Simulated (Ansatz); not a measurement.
Reaction (redistribution): `CB[SiH2]C` + `CCSS[SiH3]` → `CBSCC` + `C[SiH2]S[SiH3]`

Computed with Ansatz on PBE0-D4/def2-TZVP structures; ΔE is electronic, products minus reactants. CBS: MP2 limit from def2 TZ/QZ plus the TZ coupled-cluster correction, frozen cores. DFT in def2-TZVPP. One conformer a species, not always the lowest.

Question: Is it downhill or uphill in electronic energy at CCSD(T)/CBS, and by how much? (Best estimate.)

Answer: Computed: Downhill: ΔE = -215.9 kJ/mol.

Question: What do these levels give: PBE-D4, r2SCAN-D4, PBE0-D4, ωB97X-V, ωB97M-V, PBE, SCS-MP2/def2-TZVPP, CCSD/def2-TZVPP, HF/def2-QZVPP, SCS-MP2/def2-QZVPP, HF/CBS(def2), MP2/CBS(def2)? (Estimate.)

Answer: The calculation gave: PBE-D4 -203.1, r2SCAN-D4 -217.1, PBE0-D4 -210.9, ωB97X-V -212.7, ωB97M-V -215.8, PBE -205.5, SCS-MP2/def2-TZVPP -223.7, CCSD/def2-TZVPP -219.4, HF/def2-QZVPP -223.1, SCS-MP2/def2-QZVPP -222.3, HF/CBS(def2) -223.1, MP2/CBS(def2) -226.1 kJ/mol.

Largest T1 diagnostic among the species: 0.012.

The D4 term adds +3.6 kJ/mol with B3LYP and +2.3 kJ/mol with PBE0; it sums over pairs of atoms, weighted by their polarisabilities, and B3LYP, whose exchange is more repulsive, gets the larger term. From PBE to PBE0 (25 % exact exchange), in def2-TZVPP and without D4, ΔE moves by −7.7 kJ/mol.

B3LYP here is the variant with VWN-RPA as its local correlation; programs differ in this.
